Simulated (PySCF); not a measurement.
Screening by computed properties: pick the candidate that meets the target.

All species are isolated and taken at one optimised geometry, non-relativistic unless stated; the electronic structure was computed with PySCF and density fitting.

Dipoles, sizes and rotational constants follow the conformer. The torsions of the flexible species, by atom-mapped SMILES:
- `[SiH3:1][SiH2:2][CH:3]1[CH2:4][CH2:5][CH2:6]1`: Si1–Si2–C3–C4 -164°
- `[H]/[N:6]=[CH:5]/[C@H:4]([C:2](=[CH2:1])[Cl:3])[O:7][CH3:8]`: C1–C2–C4–C5 -112°, C2–C4–C5–N6 -112°, C2–C4–O7–C8 168°
- `[CH2:1]=[CH:2][C@:3]1([SiH3:4])[CH2:5][SiH2:6]1`: C1–C2–C3–Si4 146°
- `[SiH3:1][O:2][C@:3]1([SiH3:4])[CH2:5][SiH2:6]1`: Si1–O2–C3–Si4 140°

Question: Wanted: dipole moment between 1 D and 3 D (CAM-B3LYP/def2-SVPD) and lowest singlet excitation below 7 eV (TDDFT CAM-B3LYP/def2-SVPD), at GFN2-xTB geometries. Which candidate meets both?
A. `[H]/N=C/[C@@H](OC)C(=C)Cl`
B. `C1CC(C1)[SiH2][SiH3]`
C. `FC1=C[C@@H](F)[C@@](F)(C#N)S1`
D. `O[SiH3]`

Answer: A. Computed values:
```csv
species,dipole moment,lowest singlet excitation
C1CC(C1)[SiH2][SiH3],0.85 D,6.88 eV
O[SiH3],1.32 D,7.17 eV
[H]/N=C/[C@@H](OC)C(=C)Cl,2.31 D,5.04 eV
FC1=C[C@@H](F)[C@@](F)(C#N)S1,3.50 D,4.72 eV
```

Question: Wanted: lowest triplet excitation (Tamm–Dancoff) above 6.5 eV (TDA CAM-B3LYP/def2-SVPD) and HOMO–LUMO gap above 9.5 eV (CAM-B3LYP/def2-SVPD), at GFN2-xTB geometries. Which candidate meets both?
A. `O[SiH3]`
B. `[H]/N=C/[C@@H](OC)C(=C)Cl`
C. `[SiH3]O[C@]1([SiH3])C[SiH2]1`
D. `[SiH3][SiH2]C1CCC1`
E. `C=C[C@]1([SiH3])C[SiH2]1`

Answer: A. Computed values:
```csv
species,lowest triplet excitation (Tamm–Dancoff),HOMO–LUMO gap
C=C[C@]1([SiH3])C[SiH2]1,3.85 eV,8.06 eV
[H]/N=C/[C@@H](OC)C(=C)Cl,4.16 eV,9.03 eV
[SiH3]O[C@]1([SiH3])C[SiH2]1,4.43 eV,8.46 eV
[SiH3][SiH2]C1CCC1,6.12 eV,9.94 eV
O[SiH3],6.80 eV,10.89 eV
```

Question: Wanted: electronic spatial extent ⟨r²⟩ about the centre of nuclear charge below 1100 bohr² (CAM-B3LYP/def2-SVPD) and static isotropic polarisability below 90 au (CAM-B3LYP/def2-SVPD), at GFN2-xTB geometries. Which candidate meets both?
A. `N#C[C@@]1(F)SC(F)=C[C@H]1F`
B. `C=C[C@]1([SiH3])C[SiH2]1`
C. `[SiH3]O[C@]1([SiH3])C[SiH2]1`
D. `[SiH3][SiH2]C1CCC1`
E. `O[SiH3]`

Answer: E. Computed values:
```csv
species,electronic spatial extent ⟨r²⟩ about the centre of nuclear charge,static isotropic polarisability
O[SiH3],137 bohr²,32.0 au
C=C[C@]1([SiH3])C[SiH2]1,977 bohr²,103.1 au
[SiH3][SiH2]C1CCC1,1220 bohr²,101.2 au
[SiH3]O[C@]1([SiH3])C[SiH2]1,1259 bohr²,107.0 au
N#C[C@@]1(F)SC(F)=C[C@H]1F,1419 bohr²,79.3 au
```
